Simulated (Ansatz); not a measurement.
The cluster PtO2. Charge 0, multiplicity 3. Geometry PBE-D4/def2-TZVP; atoms count from 1.

```xyz
3

Pt   -0.120    0.062   -0.382
O     0.523    1.544    0.299
O    -0.404   -1.606    0.083
```

In the def2 sets Pt takes a core potential; there is no spin–orbit coupling. At PBE0-D4/def2-TZVP a broken-symmetry singlet of charge 0 lies 1.08 eV below the triplet, each at its own geometry. The structure comes from a short search, and lower isomers may exist.

Question: Estimate the Mulliken populations from the PBE0/def2-TZVP orbitals of Ansatz.

Answer: 
| atom | charge (e) | spin (α − β) | d electrons |
| --- | --- | --- | --- |
| Pt1 | 0.78 | 0.95 | 8.05 |
| O2 | -0.39 | 0.53 | – |
| O3 | -0.39 | 0.53 | – |
Mulliken values and Mayer orders depend strongly on the basis.

Question: Where does the spin sit?

Answer: Summed by element: Pt 0.95, O 1.05, of 2 unpaired in all. Largest on single atoms: Pt1 0.95, O2 0.53, O3 0.53.

Question: And the Mayer bond orders between bonded heavy atoms (over 0.3)?

Answer: Pt1–O2 1.70 (1.75 Å); Pt1–O3 1.70 (1.75 Å). Values over 0.3 also appear between atoms too far apart for a bond (O2–O3 0.44 at 3.29 Å); they arise where an orbital or an unpaired electron spreads over both atoms.
